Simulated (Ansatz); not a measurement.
Correlation energies of AlClGeH₄ by basis set

```tsv
atom	x (Å)	y (Å)	z (Å)
Al1	1.1874	-0.0407	-0.5879
Ge2	-1.1763	0.2876	0.0250
Cl3	0.3886	-0.7614	1.4937
H4	2.1186	1.2176	-0.3848
H5	1.4805	-1.2953	-1.4998
H6	-1.7218	1.3892	0.9619
H7	-2.2770	-0.7969	-0.0080
```

Total charge 0; spin multiplicity 1. Correlated methods include outer-core shells of Ge, which these sets cover unevenly. Scalar relativity is left out up to krypton. The bonds changed during the relaxation, so this is another structure than the one it started from. The structure was optimised at the PBE0-D4/def2-TZVP level. Frozen core, restricted reference, Ansatz.

```json
{"basis": "def2-SVP", "HF (Eh)": "?", "MP2 corr.": "-0.43288", "CCSD corr.": "?", "(T)": "-0.01229", "CCSD(T) total": "?"}
{"basis": "def2-TZVPP", "HF (Eh)": "-2779.16735", "MP2 corr.": "?", "CCSD corr.": "?", "(T)": "-0.02200", "CCSD(T) total": "?"}
{"basis": "def2-QZVPP", "HF (Eh)": "-2779.22938", "MP2 corr.": "-0.82410", "CCSD corr.": "–", "(T)": "–", "CCSD(T) total": "–"}
```

**Question.** Fill in the withheld values. (An estimate is asked.)

**Answer.** Ansatz gave: def2-SVP HF (Eh): -2778.65995; def2-SVP CCSD corr.: -0.46839; def2-SVP CCSD(T) total: -2779.14063; def2-TZVPP MP2 corr.: -0.53360; def2-TZVPP CCSD corr.: -0.57419; def2-TZVPP CCSD(T) total: -2779.76354.
